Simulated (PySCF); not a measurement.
## SF₆ at several levels of theory

All levels use the PBE0 minimum (singlet; S–F 1.565 Å (×6); F–S–F 90.0° (×12), F–S–F 180.0° (×3)), basis [S def2-TZVP, F def2-TZVP], no relativity, density fitting, no spin–orbit coupling, PySCF. For vertical energies the ionised species is a doublet (spins chosen at PBE0 and kept) and the electron-attached one a doublet. Atomisation goes to high-spin ground-configuration atoms, without zero-point energy. Open shells are unrestricted, also as the reference of the correlated levels. A dash marks a value that was not computed or is not defined at that level.

```json
{"level": "PBE0", "atomisation (kJ/mol)": "1974", "vertical IP (eV)": "14.97", "vertical EA (eV)": "-1.41", "−ε(HOMO) (eV)": "12.37", "gap (eV)": "11.32"}
{"level": "HF", "atomisation (kJ/mol)": "?", "vertical IP (eV)": "?", "vertical EA (eV)": "?", "−ε(HOMO) (eV)": "?", "gap (eV)": "?"}
{"level": "MP2", "atomisation (kJ/mol)": "2084", "vertical IP (eV)": "15.40", "vertical EA (eV)": "-1.95", "−ε(HOMO) (eV)": "–", "gap (eV)": "–"}
{"level": "PBE", "atomisation (kJ/mol)": "2127", "vertical IP (eV)": "13.68", "vertical EA (eV)": "-1.31", "−ε(HOMO) (eV)": "10.06", "gap (eV)": "7.69"}
{"level": "r2SCAN", "atomisation (kJ/mol)": "2048", "vertical IP (eV)": "14.20", "vertical EA (eV)": "-1.45", "−ε(HOMO) (eV)": "10.67", "gap (eV)": "8.63"}
{"level": "B3LYP", "atomisation (kJ/mol)": "1909", "vertical IP (eV)": "14.89", "vertical EA (eV)": "-1.20", "−ε(HOMO) (eV)": "12.05", "gap (eV)": "10.53"}
{"level": "TPSSh", "atomisation (kJ/mol)": "1952", "vertical IP (eV)": "14.40", "vertical EA (eV)": "-1.44", "−ε(HOMO) (eV)": "11.13", "gap (eV)": "9.46"}
{"level": "BP86", "atomisation (kJ/mol)": "?", "vertical IP (eV)": "?", "vertical EA (eV)": "?", "−ε(HOMO) (eV)": "?", "gap (eV)": "?"}
{"level": "CAM-B3LYP", "atomisation (kJ/mol)": "1988", "vertical IP (eV)": "15.39", "vertical EA (eV)": "-1.24", "−ε(HOMO) (eV)": "13.98", "gap (eV)": "14.04"}
```

**Question.** Fill in the row of BP86.

**Answer.** atomisation (kJ/mol) 2087, vertical IP (eV) 13.81, vertical EA (eV) -1.17, −ε(HOMO) (eV) 10.19, gap (eV) 7.69.

**Question.** Fill in the row of HF.

**Answer.** atomisation (kJ/mol) 989, vertical IP (eV) 16.96, vertical EA (eV) -2.81, −ε(HOMO) (eV) 18.41, gap (eV) 22.59.

Without diffuse functions attachment energies tend to come out too low.
